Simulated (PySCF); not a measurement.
# C₆ coefficients of unlike pairs at UHF

Calculated with PySCF 2.14 from the dipole response of each species, C₆(A,B) = (3/π) ∫ α_A(iu) α_B(iu) du, in atomic units, from isotropic polarisabilities. For ions this is the dispersion term alone; charge-induced terms of lower order in 1/R come first.

```
species           configuration                                                                      basis     relativity  α (bohr³)  C₆ (like pair)
    Fe⁺       [Ar] 3d6 4s1 (6D)                                                   def2-TZVPPD (6s6p4d2f1g)           none      36.35           184.8
     Si       [Ne] 3s2 3p2 (3P)                                                    dyall-av3z (19s12p3d2f)           none      38.39           315.4
   As³⁺      [Ar] 3d10 4s2 (1S)                                                aug-cc-pVQZ-DK (8s7p5d3f2g)  spin-free X2C      7.732           24.44
     Se  [Ar] 3d10 4s2 4p4 (3P)  x2c-TZVPPall with one added diffuse shell each of s, p, d type (7s6p5d1f)  spin-free X2C      25.01           206.4
```

Q: Estimate C₆ for Se with Fe⁺.

A: The integral gives 182.6. The combination rule 2 C_A C_B / (C_A α_B/α_A + C_B α_A/α_B) gives 178.6 and the geometric mean 195.3.

No spin-orbit coupling is included.

The other pairs:

```json
{"pair": "As³⁺, Si", "C₆": "83.55"}
{"pair": "Si, Fe⁺", "C₆": "236.8"}
{"pair": "Se, As³⁺", "C₆": "70.59"}
{"pair": "Se, Si", "C₆": "249.4"}
{"pair": "As³⁺, Fe⁺", "C₆": "60.82"}
```
